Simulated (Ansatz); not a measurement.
`CNCCN` + `[OH][GeH3]` → `NC[O][GeH3]` + `CNC`  (substitution at a C–C bond)

Gas-phase electronic energies from Ansatz, PBE0-D4/def2-TZVP geometries. CCSD(T)/CBS adds triple-zeta CCSD(T) − MP2 to the extrapolated MP2 energy (def2 sets, frozen cores). Functionals use def2-TZVPP. For Ge outer-core shells are correlated without core-valence functions, which leaves a few kJ/mol of doubt a bond. Scalar relativity is left out up to krypton. One conformer a species, not always the lowest.

| level | ΔE (kcal/mol) |
| --- | --- |
| PBE0 | 6.1 |
| SCS-MP2/def2-QZVPP | 7.1 |

(1) What does CCSD(T)/CBS give? (Estimate.)

Largest T1 diagnostic among the species: 0.012.

Answers

(1) The calculation gave: +7.3 kcal/mol. The listed levels differ from it by -1.2, -0.2 kcal/mol.

In def2-TZVPP, CCSD(T) changes the Hartree–Fock value by +2.2 kcal/mol (the triples alone add +0.0 kcal/mol) and MP2 by +3.1 kcal/mol. From PBE to PBE0 (25 % exact exchange), in def2-TZVPP and without D4, ΔE moves by +0.9 kcal/mol.
